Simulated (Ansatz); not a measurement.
`[CH3][Ge]1([CH3])[CH]=CC=[C]1[C]1=CC=[C]([C]2=CC=[CH][Ge]2([CH3])[CH3])[Ge]1([CH3])[CH3]` was relaxed with PBE-D4 (def2-SVP) in Ansatz in these states: charge +1 doublet, charge -1 doublet, neutral singlet. The geometries follow in no particular order.

Single mean-field runs in def2-SVP are fitted with def2-universal-jkfit.

A:

```xyz
47

C    -1.6548   -3.7398    2.8415
Ge   -0.1303   -4.0192    1.6272
C     1.5745   -3.9373    2.6087
C    -0.3096   -5.5842    0.4629
C    -0.3735   -5.1273   -0.8242
C    -0.3021   -3.6847   -1.0611
C    -0.1729   -2.8411    0.0272
C    -0.0898   -1.4178   -0.0290
C     0.0395   -0.5714    1.0638
C     0.1115    0.8560    0.8454
C     0.0497    1.3464   -0.4519
C     0.1079    2.7227   -0.8239
C     0.0461    3.2119   -2.1160
C     0.1205    4.6593   -2.3210
C     0.2482    5.4704   -1.2278
Ge    0.2899    4.3139    0.3526
C     1.9926    4.3610    1.3401
C    -1.2367    4.5606    1.5714
Ge   -0.1310   -0.2416   -1.6230
C    -1.8379   -0.3049   -2.6001
C     1.3998   -0.5038   -2.8314
H    -1.5789   -2.7470    3.3276
H    -1.6734   -4.5189    3.6291
H    -2.6030   -3.7835    2.2723
H     1.6900   -2.9468    3.0915
H     2.4193   -4.0911    1.9103
H     1.6107   -4.7195    3.3925
H    -0.3574   -6.6547    0.7115
H    -0.4768   -5.8045   -1.6910
H    -0.3524   -3.3004   -2.0961
H     0.0887   -0.9637    2.0961
H     0.2145    1.5315    1.7143
H    -0.0573    2.5434   -2.9900
H     0.0712    5.0540   -3.3517
H     0.3098    6.5656   -1.3104
H     2.8381    4.2167    0.6406
H     2.0174    3.5526    2.0973
H     2.1168    5.3335    1.8563
H    -2.1843    4.5257    1.0005
H    -1.2519    3.7554    2.3324
H    -1.1669    5.5369    2.0905
H    -1.8734    0.4917   -3.3693
H    -1.9627   -1.2867   -3.0981
H    -2.6782   -0.1554   -1.8954
H     1.3322   -1.4891   -3.3336
H     1.4228    0.2893   -3.6047
H     2.3434   -0.4639   -2.2541
```

B:

Cartesian coordinates in Å:
```
C -1.9246 3.7973 -2.5563
Ge -0.7827 2.4556 -3.4667
C -1.9787 1.1771 -4.3986
C 0.6333 3.2037 -4.5725
C 1.8212 2.7792 -4.0044
C 1.7992 1.9484 -2.8225
C 0.5507 1.5938 -2.2809
C 0.3006 0.8003 -1.1455
C -0.9592 0.4476 -0.6061
C -1.0215 -0.3684 0.5556
C 0.1771 -0.8183 1.1585
C 0.3048 -1.6269 2.3037
C 1.4918 -2.0777 2.9083
C 1.3870 -2.9056 4.0878
C 0.1416 -3.2346 4.5925
Ge -1.1519 -2.3795 3.4165
C -2.3462 -3.6290 2.4441
C -2.2912 -1.0100 4.2881
Ge 1.6160 -0.0634 0.0422
C 2.7981 1.2059 0.9973
C 2.7421 -1.4239 -0.8532
H -2.5744 3.3047 -1.8050
H -2.5660 4.3360 -3.2840
H -1.2832 4.5342 -2.0340
H -2.6287 0.6544 -3.6681
H -1.3680 0.4194 -4.9278
H -2.6208 1.6973 -5.1389
H 0.5930 3.8368 -5.4713
H 2.8042 3.0588 -4.4314
H 2.7477 1.6089 -2.3682
H -1.8979 0.7983 -1.0759
H -2.0079 -0.6428 0.9757
H 2.4863 -1.8147 2.5045
H 2.3216 -3.2612 4.5643
H 0.0051 -3.8610 5.4864
H -1.7380 -4.4150 1.9547
H -2.9148 -3.0883 1.6607
H -3.0654 -4.1143 3.1357
H -1.6517 -0.3013 4.8501
H -2.8598 -0.4394 3.5262
H -3.0095 -1.4774 4.9929
H 3.4007 0.6777 1.7635
H 3.4804 1.7148 0.2868
H 2.1797 1.9732 1.5028
H 3.4236 -0.9463 -1.5858
H 3.3440 -1.9839 -0.1094
H 2.0921 -2.1408 -1.3921
```

C:

```xyz
47

C     0.457    4.726    1.485
Ge   -1.105    3.664    2.011
C    -1.000    2.988    3.848
C    -2.822    4.524    1.586
C    -3.477    3.776    0.633
C    -2.823    2.580    0.157
C    -1.567    2.244    0.683
C    -0.838    1.103    0.294
C     0.427    0.764    0.823
C     1.072   -0.407    0.360
C     0.429   -1.200   -0.618
C     0.980   -2.383   -1.148
C     0.341   -3.169   -2.118
C     1.003   -4.364   -2.588
C     2.234   -4.664   -2.050
Ge    2.717   -3.281   -0.737
C     2.818   -3.947    1.104
C     4.274   -2.211   -1.261
Ge   -1.305   -0.310   -1.032
C    -1.403    0.364   -2.870
C    -2.861   -1.377   -0.500
H     1.378    4.117    1.574
H     0.554    5.606    2.150
H     0.355    5.075    0.440
H    -0.099    2.355    3.969
H    -1.896    2.388    4.094
H    -0.929    3.836    4.557
H    -3.259    5.447    1.995
H    -4.465    4.052    0.227
H    -3.321    1.957   -0.608
H     0.921    1.391    1.587
H     2.061   -0.681    0.767
H    -0.649   -2.900   -2.529
H     0.512   -4.992   -3.351
H     2.797   -5.558   -2.359
H     1.914   -4.535    1.355
H     2.903   -3.098    1.811
H     3.710   -4.591    1.221
H     4.166   -1.850   -2.301
H     4.380   -1.339   -0.586
H     5.193   -2.824   -1.187
H    -1.478   -0.481   -3.583
H    -2.297    1.005   -2.995
H    -0.500    0.956   -3.112
H    -3.785   -0.770   -0.577
H    -2.966   -2.256   -1.164
H    -2.750   -1.728    0.544
```

Q: Judge from the bond lengths which geometry belongs to which state (an estimate).

A: A is the neutral singlet (C9–C10 1.446 Å, C8–C9 1.388 Å, C10–C11 1.388 Å); B is the charge -1 doublet (C9–C10 1.421 Å, C8–C9 1.415 Å, C10–C11 1.415 Å); C is the charge +1 doublet (C9–C10 1.415 Å, C8–C9 1.413 Å, C10–C11 1.413 Å).

At PBE-D4/def2-SVP the highest occupied level of the relaxed charge -1 doublet lies above zero (up to 0.32 eV). By energy differences its removal costs 1.37 eV (each at its own geometry, to the charge 0 singlet, at PBE0-D4/def2-TZVP).
